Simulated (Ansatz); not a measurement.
Consider the cleavage of the B–B bond: `BCB(B)F` + CH₃SH → `BSC` + `BCBF`.

Gas-phase electronic energies from Ansatz, PBE0-D4/def2-TZVP geometries. CBS: MP2 limit from def2 TZ/QZ plus the TZ coupled-cluster correction, frozen cores. This one scheme is used for every species. Each species was taken in one conformer, which may not be the lowest.

```
  species  HF/def2-QZVPP energy (Eh)
`BCB(B)F`                 -214.95949
    CH₃SH                 -437.76589
    `BSC`                 -463.05552
   `BCBF`                 -189.71589
```

(1) Work out ΔE.

Largest T1 diagnostic among the species: 0.014.

## Answers

(1) ΔE = (-463.05552) + (-189.71589) − (-214.95949) − (-437.76589) = -0.04603 Eh = -28.9 kcal/mol. CCSD(T)/CBS gives -32.0 kcal/mol.

At CCSD(T), def2-SVP lies −2.0 kcal/mol from the extrapolated value and def2-TZVPP −0.1 kcal/mol. Leaving LDA and LC-ωPBE aside and taking each functional with its dispersion term where it has one, the values, not all of them listed here, spread over 2.1 kcal/mol, from r2SCAN-D4 to ωB97X-V. LDA lies −1.9 kcal/mol from PBE without D4.
